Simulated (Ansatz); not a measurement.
`[SiH3][O][Al]([Cl])[GaH2]` + CH₄ → `[CH3][Al]([Cl])[GaH2]` + `O[SiH3]`  (formal exchange of groups at the Al–O bond)

Isolated molecules relaxed with PBE0-D4/def2-TZVP in Ansatz; ΔE leaves out vibrations. CCSD(T)/CBS adds triple-zeta CCSD(T) − MP2 to the extrapolated MP2 energy (def2 sets, frozen cores). This one scheme is used for every species. DFT in def2-TZVPP. For Ga outer-core shells are correlated without core-valence functions, which leaves a few kJ/mol of doubt a bond. Scalar relativity is left out up to krypton. Each species was taken in one conformer, which may not be the lowest.

| species | PBE-D4 energy (Eh) |
| --- | --- |
| `[SiH3][O][Al]([Cl])[GaH2]` | -2994.57718 |
| CH₄ | -40.46517 |
| `[CH3][Al]([Cl])[GaH2]` | -2668.02344 |
| `O[SiH3]` | -366.95854 |

Work out ΔE.

ΔE = (-2668.02344) + (-366.95854) − (-2994.57718) − (-40.46517) = 0.06037 Eh = +158.5 kJ/mol. CCSD(T)/CBS gives +171.6 kJ/mol.

Largest T1 diagnostic among the species: 0.013.

The D4 term adds +3.3 kJ/mol with B3LYP and +2.1 kJ/mol with PBE0; it sums over pairs of atoms, weighted by their polarisabilities, and B3LYP, whose exchange is more repulsive, gets the larger term. From PBE to PBE0 (25 % exact exchange), in def2-TZVPP and without D4, ΔE moves by +4.6 kJ/mol. Leaving LDA and LC-ωPBE aside and taking each functional with its dispersion term where it has one, the values, not all of them listed here, spread over 25.0 kJ/mol, from PBE-D4 to BHLYP-D4.

B3LYP here is the variant with VWN-RPA as its local correlation; programs differ in this.
